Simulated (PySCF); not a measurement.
**From computed data to an observable: oscillator strength and radiative lifetime**

CH2F3Ga, SMILES F[C](F)([GaH2])F.

Coordinates come from a PBE0-D3(BJ)/def2-SVP optimisation. The structure was generated by enumeration; whether it is a known compound was not checked.

TDDFT-LC-ωPBE/def2-SVPD run with PySCF puts the first singlet state with f over 0.02 at 8.90 eV (vertical), with the transition dipole (0.000, 0.000, -0.656) in atomic units.

Question: Find the oscillator strength, the wavelength and the radiative lifetime that this transition would have in vacuum if emission retraced absorption.

Answer: 
|μ|² = 0.4303 au, so |μ| = 1.67 D. ΔE = 8.90/27.211 = 0.3271 hartree. f = (2/3) ΔE |μ|² = 0.094 (the program prints 0.094).
λ = 1239.84/8.90 = 139 nm; ν = 71783 cm⁻¹.
Einstein's coefficient A = 0.6670 ν² f s⁻¹ (ν in cm⁻¹) = 3.2e8 s⁻¹, so τ = 1/A = 3.1 ns. This state is S3; the lower singlets have f = 0.002, 0.000. The figure is the radiative limit of this one transition; relaxation, internal conversion, crossing to triplets and a medium change what is measured.
